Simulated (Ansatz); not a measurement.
Born–Oppenheimer molecular dynamics of a periodic cell of 23 atoms, Si16H6O (surface Si(111), underside capped with H, adsorbate H2O). It starts from a relaxed structure.

These are results of Ansatz, DFT PBEsol, scalar-relativistic, plane waves, PAW, not measurements. Settings: accuracy low, PAW set soft_1, cutoff 420 eV, k mesh 2x2x1, fermi-dirac smearing 0.02 eV, no spin polarisation.

```yaml
ensemble: NVT, Langevin thermostat
time_step: 0.75 fs
steps_asked: 90
set_temperature: 700 K
friction: 0.05 /fs
atoms_held: 1 to 8
seed: 896083
```

First frame:

```xyz
23
Lattice="7.6792 0.0000 0.0000 3.8396 6.6504 0.0000 0.0000 0.0000 18.4188" Properties=species:S:1:pos:R:3
H 1.920 1.108 1.000
H 5.759 1.108 1.000
H 3.840 4.434 1.000
H 7.679 4.434 1.000
Si 1.920 1.108 2.500
Si 5.759 1.108 2.500
Si 3.840 4.434 2.500
Si 7.679 4.434 2.500
Si -0.004 2.209 3.179
Si 3.834 2.232 3.287
Si 1.921 5.533 3.247
Si 5.808 5.571 3.414
Si -0.093 2.070 5.453
Si 3.426 2.143 5.638
Si 1.689 5.333 5.552
Si 5.229 5.428 5.898
Si -0.484 0.021 6.639
Si 3.445 -0.222 5.608
Si 1.587 3.248 6.701
Si 5.553 3.063 6.135
O 6.072 2.759 7.955
H 6.317 1.755 7.959
H 6.994 3.161 8.032
```

Task: What does the run give?

Result: All steps were run.

- steps done: 90
- time covered: 67.5 fs
- mean temperature over the second half: 754 K
- spread of the potential energy over the second half: 5.2 meV per atom
- mean potential energy of the second half above the start: 53.7 meV per atom

A run of 0.068 ps of so small a system gives no equilibrium averages. Limits of this set-up: thin slab, slab without dipole correction, no dispersion correction for a molecule that may bind weakly, PAW files made for another functional, low accuracy level.

Task: What happens to the structure?

Result: Mean squared displacements from the first frame to the last: H 0.04 Å², Si 0.02 Å², O 0.02 Å². Another seed would give other details.

Task: How do temperature and energy run in time?

Result: 
| time (fs) | T (K) | potential energy less start (eV) |
| --- | --- | --- |
| 0 | 700 | 0.000 |
| 5.25 | 540 | 0.184 |
| 10.5 | 452 | 0.425 |
| 15.75 | 568 | 0.620 |
| 21 | 733 | 0.894 |
| 26.25 | 566 | 1.203 |
| 31.5 | 803 | 1.133 |
| 36.75 | 718 | 1.275 |
| 42 | 783 | 1.001 |
| 47.25 | 749 | 1.170 |
| 52.5 | 695 | 1.299 |
| 57.75 | 833 | 1.378 |
| 63 | 700 | 1.335 |

The run took 16 min on 1 thread of Arm Neoverse V1 (shared host), peak memory 1 GiB.
